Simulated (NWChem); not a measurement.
Program: NWChem. System: F$_{3}$Si, charge 1, spin multiplicity 1, at the geometry of a parent with another charge or spin, in a state set for the comparison that need not be this species' ground state. Level: RHF/def2-TZVP.

Input file:

```
start mol
memory heap 200 mb stack 900 mb global 1100 mb
charge 1
geometry units angstroms nocenter noautoz
  F      0.758420    -0.201307     1.314369
  Si     0.000827     0.385081     0.000000
  F      0.758420    -0.201307    -1.314369
  F     -1.518127    -0.196401     0.000000
  symmetry group Cs
end
basis spherical
  * library def2-tzvp
end
scf
  rhf
  nopen 0
  maxiter 100
  thresh 1e-7
  semidirect memsize 60000000 filesize 0
end
task scf energy
```

NWChem printed:

```
             Northwest Computational Chemistry Package (NWChem) 7.3.0
             --------------------------------------------------------

                                NWChem Input Module
                                -------------------

 Scaling coordinates for geometry "geometry" by  1.889725989
 (inverse scale =  0.529177249)

 Turning off AUTOSYM since
 SYMMETRY directive was detected!

                             Geometry "geometry" -> ""
                             -------------------------

 Output coordinates in angstroms (scale by  1.889725989 to convert to a.u.)

  No.       Tag          Charge          X              Y              Z
 ---- ---------------- ---------- -------------- -------------- --------------
    1 F                    9.0000     0.75842000    -0.20130700     1.31436900
    2 Si                  14.0000     0.00082700     0.38508100     0.00000000
    3 F                    9.0000     0.75842000    -0.20130700    -1.31436900
    4 F                    9.0000    -1.51812700    -0.19640100     0.00000000

 Effective nuclear repulsion energy (a.u.)     171.9016824100

            Nuclear Dipole moment (a.u.)
            ----------------------------
        X                 Y               Z
 ---------------- ---------------- ----------------
    -0.0000094486    -0.0000018897     0.0000000000

      Symmetry information
      --------------------

 Group name             Cs
 Group number              2
 Group order               2
 No. of unique centers     3

      Symmetry unique atoms

     1    2    4


 Summary of "ao basis" -> "" (spherical)
 ------------------------------------------------------------------------------
       Tag                 Description            Shells   Functions and Types
 ---------------- ------------------------------  ------  ---------------------
 *                         def2-tzvp                  on all atoms

 Summary of "ao basis" -> "ao basis" (spherical)
 ------------------------------------------------------------------------------
       Tag                 Description            Shells   Functions and Types
 ---------------- ------------------------------  ------  ---------------------
 F                         def2-tzvp                11       31   5s3p2d1f
 Si                        def2-tzvp                13       37   5s5p2d1f

                                 NWChem SCF Module
                                 -----------------

  ao basis        = "ao basis"
  functions       =   130
  atoms           =     4
  closed shells   =    20
  open shells     =     0
  charge          =   1.00
  wavefunction    = RHF
  use symmetry    = T
  symmetry adapt  = T

 Summary of "ao basis" -> "ao basis" (spherical)
 ------------------------------------------------------------------------------
       Tag                 Description            Shells   Functions and Types
 ---------------- ------------------------------  ------  ---------------------
 F                         def2-tzvp                11       31   5s3p2d1f
 Si                        def2-tzvp                13       37   5s5p2d1f

      Symmetry analysis of basis
      --------------------------

        a'         77
        a"         53

 Forming initial guess at       0.0s

      Superposition of Atomic Density Guess
      -------------------------------------

 Sum of atomic energies:        -587.08964561

 Renormalizing density from      41.00 to     40

      Non-variational initial energy
[...]
                 4     -587.1449339712  5.55D-03  2.07D-03      1.3
                 5     -587.1449390114  1.35D-05  4.16D-06      1.7
                 6     -587.1449390114  5.12D-09  9.17D-10      2.2

       Final RHF  results
       ------------------

         Total SCF energy =   -587.144939011430
      One-electron energy =  -1149.320879193625
      Two-electron energy =    390.274257772180
 Nuclear repulsion energy =    171.901682410014

        Time for solution =      1.3s

       Symmetry analysis of molecular orbitals - final
       -----------------------------------------------

  Numbering of irreducible representations:

     1 a'          2 a"

  Orbital symmetries:

     1 a'          2 a'          3 a"          4 a'          5 a'
     6 a'          7 a'          8 a"          9 a'         10 a'
    11 a"         12 a'         13 a'         14 a"         15 a'
    16 a'         17 a"         18 a'         19 a"         20 a"
    21 a'         22 a"         23 a'         24 a'         25 a'
    26 a"         27 a'         28 a'         29 a'         30 a'

             Final eigenvalues
             -----------------

              1
    1  -69.3072
    2  -26.6077
    3  -26.6077
    4  -26.6077
    5   -6.6289
    6   -4.7397
    7   -4.7360
    8   -4.7360
    9   -1.8981
   10   -1.8733
   11   -1.8733
   12   -1.0854
   13   -1.0035
   14   -1.0035
   15   -0.9763
   16   -0.9516
   17   -0.9516
   18   -0.9369
   19   -0.9369
   20   -0.9247
   21   -0.3769
   22   -0.1138
   23   -0.1138
   24   -0.0435
   25    0.0126
   26    0.0858
   27    0.0858
   28    0.1297
   29    0.1915
   30    0.2030

                       ROHF Final Molecular Orbital Analysis
                       -------------------------------------

 Vector   18  Occ=2.000000D+00  E=-9.369103D-01  Symmetry=a'
              MO Center= -6.3D-01, -1.6D-01, -5.1D-10, r^2= 2.3D+00
   Bfn.  Coefficient  Atom+Function         Bfn.  Coefficient  Atom+Function
  ----- ------------  ---------------      ----- ------------  ---------------
   106      0.334764  4 F  py               109      0.298373  4 F  py
   105     -0.197203  4 F  px               108     -0.172248  4 F  px
     7     -0.166903  1 F  py                75     -0.166903  3 F  py
   112      0.154061  4 F  py

 Vector   19  Occ=2.000000D+00  E=-9.369090D-01  Symmetry=a"
              MO Center=  6.3D-01, -1.6D-01,  5.2D-10, r^2= 2.3D+00
   Bfn.  Coefficient  Atom+Function         Bfn.  Coefficient  Atom+Function
  ----- ------------  ---------------      ----- ------------  ---------------
     7      0.289470  1 F  py                75     -0.289470  3 F  py
    10      0.258011  1 F  py                78     -0.258011  3 F  py
     8      0.174652  1 F  pz                76      0.174652  3 F  pz
    11      0.152683  1 F  pz                79      0.152683  3 F  pz

 Vector   20  Occ=2.000000D+00  E=-9.246966D-01  Symmetry=a"
              MO Center= -3.2D-04, -1.8D-01,  3.0D-14, r^2= 2.7D+00
   Bfn.  Coefficient  Atom+Function         Bfn.  Coefficient  Atom+Function
  ----- ------------  ---------------      ----- ------------  ---------------
   107      0.292464  4 F  pz               110      0.257042  4 F  pz
     6      0.253295  1 F  px                74     -0.253295  3 F  px
     9      0.222617  1 F  px                77     -0.222617  3 F  px

 Vector   21  Occ=0.000000D+00  E=-3.768545D-01  Symmetry=a'
              MO Center=  2.3D-03,  1.0D+00, -2.3D-13, r^2= 1.8D+00
   Bfn.  Coefficient  Atom+Function         Bfn.  Coefficient  Atom+Function
  ----- ------------  ---------------      ----- ------------  ---------------
    36      0.529513  2 Si s                 47      0.397665  2 Si py
    35      0.390947  2 Si s                 34     -0.234195  2 Si s
    50      0.175927  2 Si py

 Vector   22  Occ=0.000000D+00  E=-1.138391D-01  Symmetry=a"
              MO Center= -2.1D-01,  9.0D-01,  4.7D-10, r^2= 3.4D+00
   Bfn.  Coefficient  Atom+Function         Bfn.  Coefficient  Atom+Function
  ----- ------------  ---------------      ----- ------------  ---------------
    51      0.845815  2 Si pz                58      0.336572  2 Si d -1
    48      0.217896  2 Si pz               113     -0.162044  4 F  pz
    60      0.161186  2 Si d  1

 Vector   23  Occ=0.000000D+00  E=-1.138386D-01  Symmetry=a'
              MO Center=  2.1D-01,  9.0D-01, -4.8D-10, r^2= 3.4D+00
   Bfn.  Coefficient  Atom+Function         Bfn.  Coefficient  Atom+Function
  ----- ------------  ---------------      ----- ------------  ---------------
    49      0.845817  2 Si px                57      0.335873  2 Si d -2
    46      0.217892  2 Si px               104      0.164584  4 F  s

 center of mass
 --------------
 x =  -0.00002922 y =  -0.01349801 z =   0.00000000

 moments of inertia (a.u.)
 ------------------
         257.326961365164           0.455940725019           0.000000000000
           0.455940725019         468.822114251593           0.000000000000
           0.000000000000           0.000000000000         257.325648620551

  Mulliken analysis of the total density
  --------------------------------------

    Atom       Charge   Shell Charges
 -----------   ------   -------------------------------------------------------
    1 F    9     9.21   0.77  1.20  0.60  1.02  0.32  2.21  2.27  0.80  0.00  0.01  0.00
    2 Si  14    12.36   2.00  0.58  1.40  0.67  0.05  4.11  1.73  0.47  0.62  0.02  0.30  0.24  0.17
    3 F    9     9.21   0.77  1.20  0.60  1.02  0.32  2.21  2.27  0.80  0.00  0.01  0.00
    4 F    9     9.21   0.77  1.20  0.60  1.02  0.32  2.21  2.27  0.80  0.00  0.01  0.00

       Multipole analysis of the density wrt the origin
       ------------------------------------------------

     L   x y z        total         open         nuclear
     -   - - -        -----         ----         -------
     0   0 0 0      1.000000      0.000000     41.000000

     1   1 0 0      0.004333      0.000000     -0.000009
     1   0 1 0      2.018988      0.000000     -0.000002
     1   0 0 1     -0.000000      0.000000      0.000000

     2   2 0 0    -18.353906      0.000000    111.045859
     2   1 1 0      0.012397      0.000000     -0.215125
     2   1 0 1      0.000000      0.000000      0.000000
     2   0 2 0    -12.595619      0.000000     11.258225
     2   0 1 1      0.000000      0.000000      0.000000
     2   0 0 2    -18.353952      0.000000    111.046479

 Task  times  cpu:        2.2s     wall:        2.2s

 Total times  cpu:        2.2s     wall:        2.2s
```
